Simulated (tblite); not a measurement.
C6H8Br (doublet state).
SMILES with atom numbers: `[Br:1][C@@H:2]1[CH2:3][C@@H:4]2[CH:5][CH2:6][C@H:7]12` (hydrogens: H8 on C2; H9, H10 on C3; H11 on C4; H12 on C5; H13, H14 on C6; H15 on C7)

Computed with GFN2-xTB (tblite), gas phase: L-BFGS steps from a force-field or distance-geometry start until the largest atomic force falls under 0.01 eV/Å.

Step 21: E = -568.5681 eV
```
atom  x, y, z in Å  |  force x, y, z in eV/Å
Br1    -0.3917    2.3420    0.9982   -0.031   0.033  -0.027
C2     -0.9042    0.9398   -0.2701    0.201   0.225   0.061
C3     -1.4396   -0.3180    0.4023   -0.094  -0.022   0.051
C4     -0.1570   -1.0743   -0.0260   -0.099   0.079   0.034
C5      1.0776   -0.8230    0.7860   -0.173  -0.210   0.027
C6      1.6139    0.1743   -0.1745   -0.123  -0.008  -0.050
C7      0.2609    0.1496   -0.8842   -0.225  -0.030  -0.149
H8     -1.5581    1.4391   -0.9886    0.019  -0.115   0.079
H9     -1.6837   -0.2447    1.4584    0.171  -0.056   0.111
H10    -2.3123   -0.6879   -0.1260   -0.153  -0.135  -0.050
H11    -0.3271   -2.0784   -0.4375    0.134   0.263   0.131
H12     1.2230   -0.8483    1.8532   -0.101  -0.120  -0.158
H13     1.9959    1.1022    0.2357    0.044   0.250  -0.008
H14     2.3380   -0.2305   -0.8799    0.381  -0.078   0.107
H15     0.2601    0.1662   -1.9690    0.049  -0.075  -0.159
```

Step 22: E = -568.5853 eV
```
atom  x, y, z in Å  |  force x, y, z in eV/Å
Br1    -0.3936    2.3429    1.0000    0.020   0.038  -0.012
C2     -0.8933    0.9455   -0.2706   -0.179   0.001   0.153
C3     -1.4470   -0.3164    0.4010    0.031   0.071   0.064
C4     -0.1633   -1.0722   -0.0215   -0.049   0.178  -0.056
C5      1.0720   -0.8282    0.7836   -0.033   0.024  -0.030
C6      1.6112    0.1755   -0.1766    0.050  -0.013  -0.040
C7      0.2551    0.1428   -0.8887    0.059   0.089  -0.099
H8     -1.5574    1.4402   -0.9806    0.028  -0.065   0.004
H9     -1.6827   -0.2481    1.4608    0.133  -0.032   0.044
H10    -2.3187   -0.6932   -0.1292   -0.077  -0.039  -0.006
H11    -0.3201   -2.0700   -0.4302    0.029   0.013   0.036
H12     1.2216   -0.8542    1.8473   -0.086  -0.129  -0.055
H13     2.0002    1.1145    0.2309   -0.127  -0.046  -0.100
H14     2.3524   -0.2326   -0.8734    0.184   0.004   0.205
H15     0.2593    0.1616   -1.9746    0.018  -0.094  -0.108
```

Step 23: E = -568.5926 eV
```
atom  x, y, z in Å  |  force x, y, z in eV/Å
Br1    -0.3977    2.3635    0.9794    0.032   0.011   0.007
C2     -0.8913    0.9444   -0.2696   -0.199  -0.028   0.130
C3     -1.4420   -0.3170    0.4079   -0.052   0.034   0.015
C4     -0.1654   -1.0747   -0.0298   -0.047   0.127  -0.106
C5      1.0700   -0.8425    0.7770    0.019   0.121   0.003
C6      1.6105    0.1738   -0.1726    0.073  -0.038  -0.037
C7      0.2564    0.1419   -0.8908    0.084   0.142  -0.032
H8     -1.5614    1.4301   -0.9783    0.008  -0.062  -0.044
H9     -1.6598   -0.2500    1.4719    0.133  -0.028   0.029
H10    -2.3293   -0.6903   -0.1083    0.049   0.013   0.051
H11    -0.3183   -2.0669   -0.4545   -0.012   0.020   0.072
H12     1.2004   -0.8516    1.8443   -0.079  -0.146  -0.059
H13     1.9973    1.1125    0.2433   -0.170  -0.102  -0.107
H14     2.3604   -0.2261   -0.8657    0.150   0.007   0.199
H15     0.2658    0.1609   -1.9761    0.011  -0.071  -0.121
```

Step 24: E = -568.6038 eV
```
atom  x, y, z in Å  |  force x, y, z in eV/Å
Br1    -0.3984    2.3847    0.9576    0.040  -0.008   0.049
C2     -0.8911    0.9444   -0.2639   -0.130  -0.061  -0.001
C3     -1.4393   -0.3173    0.4149   -0.080   0.006  -0.007
C4     -0.1695   -1.0731   -0.0400   -0.018   0.045  -0.124
C5      1.0637   -0.8519    0.7699    0.045   0.176  -0.051
C6      1.6089    0.1721   -0.1695    0.093  -0.015  -0.038
C7      0.2572    0.1434   -0.8950    0.091   0.143   0.024
H8     -1.5645    1.4198   -0.9724   -0.054  -0.030  -0.114
H9     -1.6327   -0.2543    1.4840    0.107  -0.028   0.017
H10    -2.3409   -0.6860   -0.0869    0.144   0.058   0.100
H11    -0.3108   -2.0599   -0.4781   -0.087  -0.018   0.081
H12     1.1774   -0.8573    1.8354   -0.042  -0.151   0.083
H13     1.9878    1.1135    0.2493   -0.184  -0.122  -0.074
H14     2.3771   -0.2213   -0.8458    0.087   0.005   0.137
H15     0.2709    0.1513   -1.9812   -0.012   0.002  -0.081
```

Task: Estimate the geometry and energy of step 25. (The exact step hangs on the optimiser's Hessian estimate; all steps are aligned on step 24, rigid shifts and turns removed.)

Result: E = -568.6111 eV, largest force 0.196 eV/Å
```
atom  x, y, z in Å  |  force x, y, z in eV/Å
Br1    -0.3985    2.4023    0.9402    0.018  -0.038   0.054
C2     -0.8938    0.9434   -0.2598   -0.024  -0.022  -0.121
C3     -1.4365   -0.3181    0.4214   -0.028   0.002   0.000
C4     -0.1720   -1.0714   -0.0512    0.008  -0.012  -0.067
C5      1.0599   -0.8582    0.7640    0.011   0.140  -0.005
C6      1.6093    0.1695   -0.1675    0.054   0.014  -0.035
C7      0.2594    0.1486   -0.8976    0.053   0.054   0.007
H8     -1.5689    1.4082   -0.9732   -0.077  -0.013  -0.112
H9     -1.6065   -0.2573    1.4954    0.084  -0.035  -0.017
H10    -2.3472   -0.6820   -0.0672    0.146   0.059   0.116
H11    -0.3091   -2.0550   -0.4978   -0.118  -0.014   0.085
H12     1.1570   -0.8618    1.8321   -0.022  -0.145   0.059
H13     1.9767    1.1100    0.2568   -0.135  -0.057  -0.027
H14     2.3899   -0.2172   -0.8316    0.059  -0.003   0.079
H15     0.2762    0.1470   -1.9856   -0.027   0.068  -0.016
```

The energy changes by -0.0073 eV. The first-order estimate −F·Δx gives -0.0103 eV and the mean of the old and new forces, exact on a quadratic surface, -0.0073 eV. The step makes an angle of 73° with the force vector and moves no atom by more than 0.029 Å.

What follows is the cost of the whole relaxation. The run took 0.69 s on one thread, Arm Neoverse N1 (aarch64), shared host with 64 logical CPUs at a one-minute load of 61.
